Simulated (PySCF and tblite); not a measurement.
The numbers below are computed, except where a source is named.
C₉H₈, numbered as in [CH:1]#[C:2][C:3]1=[C:4]([CH:5]=[CH2:6])[C:7](=[CH2:8])[CH2:9]1.

Level: B3LYP-D3(BJ)/def2-SVP (IEF-PCM, methanol)//GFN2-xTB, thermal terms from GFN2-xTB, symmetry numbers and mirror pairs counted. Conformers within 3 kcal/mol (GFN2-xTB free energy) were kept, 10 at most. Of two unlike H on one atom, a is the less shielded (WP04/pcSseg-1 (IEF-PCM, methanol)). Programs: PySCF with density fitting and tblite.

An NOE distance is ⟨r⁻⁶⟩^(−1/6) over all pairs of like atoms and, for the average, over conformers.

Torsions listed: C3–C4–C5–C6. The 4-ring runs over atoms 3–4–7–9.

```
conformer              shape  weight %
        1  4-ring flat; 180°      82.3
        2    4-ring flat; 0°      17.7
```

(1) Which H–H contacts under 3.5 Å would NOEs report (pairs on one atom left out) at 298.15 K?

(2) In a model where alignment follows shape alone (order matrix 0.001 × (3G/tr G − 1)/2, G the second moments of the atom positions; splitting J + 2D), what are the one-bond C–H dipolar couplings D?

Answers

(1) 
```csv
pair,in 1 (Å),in 2 (Å),average (Å)
H6a ··· H8a,2.28,5.33,2.35
H5 ··· H6b,2.44,2.45,2.44
H5 ··· H6a,3.07,3.06,3.07
H8b ··· H9,3.15,3.20,3.15
```

Longer pairs under the limit may be missing.

(2) H1 -9.3 Hz (-9.3 in conformer 1), H5 -6.0 Hz (-6.0 in conformer 1), H6b -2.7 Hz (-2.6 in conformer 1), H6a -6.4 Hz (-6.4 in conformer 1), H8b -3.1 Hz (-2.4 in conformer 1), H8a -6.3 Hz (-7.0 in conformer 1), H9 6.4 Hz (6.4 in conformer 1).
